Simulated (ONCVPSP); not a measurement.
What one change does to a pseudopotential (germanium (Ge), ONCV)

| Property | Result |
| --- | --- |
| Element | germanium (Ge) |
| Generator | ONCVPSP 4.0.1 |
| Type | optimised norm-conserving Vanderbilt (ONCV) |
| Functional | LDA (Perdew-Zunger) |
| Relativity | fully relativistic |
| Frozen core | [Ar] 3d10 |
| Valence charge | 4 |
| Reference configuration | 4s2 4p2 |
| Partial waves | 4s: rc 1.60 bohr, ncon 4, nbas 9, qcut 4.6 1/bohr, 2 projectors, debl 3.6 Ha; 4p: rc 1.70 bohr, ncon 4, nbas 8, qcut 5.7 1/bohr, 3 projectors, debl 3.1 Ha |
| Local potential | polynomial inside 1.50 bohr (lpopt 5, dvloc0 0 Ha) |
| Core correction | none |

Open shells are filled in proportion to 2j + 1.

Change: s: qcut 3.3.

Cutoffs: the cutoffs (Ha) at which the residual kinetic energy of the hardest occupied pseudo-wave falls to 1 and 0.1 mHa per electron; they do not see the model core or the augmentation charge, which bear on the density cutoff. Errors are all-electron minus pseudo energies relative to the spin-unpolarised reference configuration.

What does the change do?

The potential gets harder (8.8 Ha and 12 Ha → 29 Ha and 85 Ha); both files keep a bound ghost (p); of the 4 tests that both files solve, the error grows in 0 and shrinks in 1 by more than 15 % and 0.3 meV (median size 44.9 → 41.6 meV).

| quantity | base | changed |
| --- | --- | --- |
| cutoff, loose | 8.8 Ha | 29 Ha |
| cutoff, tight | 12 Ha | 85 Ha |
| loose cutoff by channel | s 8.8 Ha, p 7.7 Ha | s 29 Ha, p 7.7 Ha |
| bound ghosts | p3/2, p1/2 | p3/2, p1/2 |
| GHOST(+) flags under 300 eV | s at 136.9 eV | s at 139.9 eV |
| error for 4s2 4p1, meV [ΔE 7.64 eV] | +4.0 | +4.3 |
| error for 4s2 4p0, meV [ΔE 23.36 eV] | +36 | +38 |
| error for 4s1 4p0, meV [ΔE 58.58 eV] | +265 | +262 |
| error for 4s0 4p4, meV [ΔE 16.35 eV] | +54 | +45 |
| s: phases at 1.62 bohr within 0.05 rad from the reference energy up to (Ha; the scan ends near 5) | 4.8 | 4.8 |
| p3/2: phases at 1.72 bohr within 0.05 rad from the reference energy up to (Ha; the scan ends near 5) | to the end of the scan | to the end of the scan |
| p1/2: phases at 1.72 bohr within 0.05 rad from the reference energy up to (Ha; the scan ends near 5) | to the end of the scan | to the end of the scan |

Base: The cutoffs count occupied waves only; projector 2 of the p channel, the hardest unoccupied one, needs 60 Ha at the loose tolerance. A true bound ghost makes a file unfit for plane-wave use even where its test errors are small: the radial tests pick states by their node count and pass the ghost by.
